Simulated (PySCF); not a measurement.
Al(All)(Cl)(H) (C₃H₆AlCl), SMILES C=C[CH2][AlH][Cl]. The structure is a stationary point at PBE-D3(BJ)/def2-SVP. The structure was generated by enumeration; whether it is a known compound was not checked. Other conformers were not sampled.

Computed equilibrium geometry at PBE-D3(BJ)/def2-SVP (PySCF confirms it by a frequency run) as a Z-matrix (one conformer of several):
```
C
C 1 1.3828
H 2 1.0995 1 120.71
H 2 1.1032 3 117.04 1 170.72
H 1 1.1066 2 116.61 3 -5.91
C 1 1.4644 5 116.30 2 164.44
H 6 1.1005 1 116.58 5 17.54
H 6 1.1065 7 113.86 1 -139.79
Al 6 2.0288 7 123.05 8 -130.12
H 9 1.5834 6 117.78 7 137.30
Cl 9 2.1318 10 121.00 4 -134.74
```
Charge 0, spin multiplicity 1.
